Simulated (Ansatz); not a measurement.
A nudged elastic band was laid between two geometries of AlH$_{7}$N$_{2}$O (11 atoms, charge 0, multiplicity 1).

Method: RKS B3LYP-D4/6-31G* in Ansatz.

```json
{
  "movable images": "3",
  "climbing image": "yes",
  "spring": "5.0 eV/Å²",
  "optimiser": "quadratic models (default)",
  "start path": "through a guess of the saddle point",
  "force threshold": "0.03 eV/Å",
  "iteration limit": "60",
  "end points": "relaxed"
}
```

First end point:

```xyz
11
Properties=species:S:1:pos:R:3
Al 0.158 -0.239 0.171
N 0.197 -0.138 2.035
H -0.619 0.255 2.497
H 1.015 0.250 2.497
N 1.604 0.342 -0.715
H 2.523 0.472 -0.312
H 1.672 0.351 -1.726
H -1.270 -0.153 -0.532
O 0.227 -2.250 0.566
H -0.613 -2.696 0.364
H 0.185 -1.938 1.524
```

Last end point:

```xyz
11
Properties=species:S:1:pos:R:3
Al 0.065 -0.606 0.053
N 0.154 -0.221 2.070
H -0.677 0.247 2.430
H 0.969 0.357 2.276
N 1.575 0.165 -0.594
H 2.463 -0.317 -0.680
H 1.516 0.874 -1.316
H -1.283 0.142 -0.389
O 0.058 -2.331 0.368
H -0.013 -2.930 -0.385
H 0.252 -1.122 2.539
```

**Question.** What changes between the two ends?

**Answer.** Bonds broken: O9–H11. Bonds formed: N2–H11.

**Question.** Give the energies along the band, and the barrier.

**Answer.** The run converged. The highest image is number 1 of 0 to 4, 0.059 eV above the first end and 1.040 eV above the last; the last end lies 0.982 eV below the first. Another band between the same ends (9 images) ends at a top of the same energy, where a vibrational analysis finds 1 clearly imaginary mode. So few images can step over the top or miss a turn of the path. The orbitals stay closed-shell, which can raise the energy where a bond breaks towards radicals; this wasn't checked here.

```tsv
image	path coordinate (Å)	energy (eV)	O9–H11 (Å)	N2–H11 (Å)
0	0.00	0.000	1.01	1.87
1	0.54	0.059	1.14	1.44
2	1.22	-0.709	1.87	1.04
3	1.90	-0.916	2.21	1.02
4	2.59	-0.982	2.49	1.02
```

**Question.** What is the geometry of the highest image?

**Answer.** 
```xyz
11
Properties=species:S:1:pos:R:3
Al 0.159 -0.295 0.095
N 0.186 -0.241 2.021
H -0.635 0.125 2.498
H 1.008 0.096 2.514
N 1.619 0.335 -0.735
H 2.572 0.244 -0.407
H 1.621 0.551 -1.725
H -1.266 -0.039 -0.566
O 0.224 -2.182 0.618
H -0.569 -2.712 0.444
H 0.158 -1.626 1.611
```

The band took 13 iterations and about 80 core-seconds.

Run time: 77 s on 1 thread of AMD EPYC 9R45 96-Core Processor (Zen 5), on a shared host, peak memory 0.18 GiB.
